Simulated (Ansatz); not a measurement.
Wavefunction ladder for C$_{3}$H$_{9}$GaS$_{2}$, SMILES `C[CH](C)[Ga]([SH])[SH]`

```xyz
15

C    -1.648   -0.584   -0.349
C    -0.124   -0.641   -0.302
C     0.505   -0.187   -1.611
Ga    0.561    0.370    1.256
S     2.135    1.916    1.148
S    -0.262    0.011    3.274
H    -2.032   -1.208   -1.164
H    -2.008    0.433   -0.528
H    -2.106   -0.936    0.579
H     0.176   -1.678   -0.108
H     0.262    0.857   -1.834
H     0.133   -0.787   -2.449
H     1.594   -0.279   -1.602
H     2.287    1.796   -0.182
H     0.527    0.918    3.873
```

Charge 0, multiplicity 1. Correlated methods include outer-core shells of Ga, which these sets cover unevenly. Scalar relativity is left out up to krypton. The geometry is a stationary point of PBE0-D4/def2-TZVP. It is one conformer, not always the lowest. Frozen core, restricted reference, Ansatz 0.2.0.

```
     basis      HF (Eh)  MP2 corr.  CCSD corr.       (T)  CCSD(T) total
  def2-SVP  -2836.65645   -0.91074    -0.97403  -0.03140    -2837.66188
def2-TZVPP  -2837.30886   -1.11367    -1.17577  -0.05191    -2838.53654
def2-QZVPP  -2837.37635   -1.42650           –         –              –
```
